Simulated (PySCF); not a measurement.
## Correlation energy of Al (aluminium, neutral)

[Ne] 3s1 3p2, high-spin 4P determinant (an excited configuration). Computed with PySCF 2.14 in x2c-TZVPPall (5s5p3d1f, 42 functions), with the spin-free X2C one-electron Hamiltonian (Gaussian nucleus). Frozen: 1s2; 11 electrons correlated.

```
  level  correlation energy (mhartree)
   CCSD                        -161.94
    (T)                          -1.43
CCSD(T)                        -163.37
```

Diagnostics: T1 = 0.0042, D1 = 0.0141, largest double amplitude 0.081.

Cost of the coupled-cluster step: about 2.4 core-seconds, for 11 correlated electrons.

This basis was not built for core-valence correlation, so the inner-shell part is incomplete.
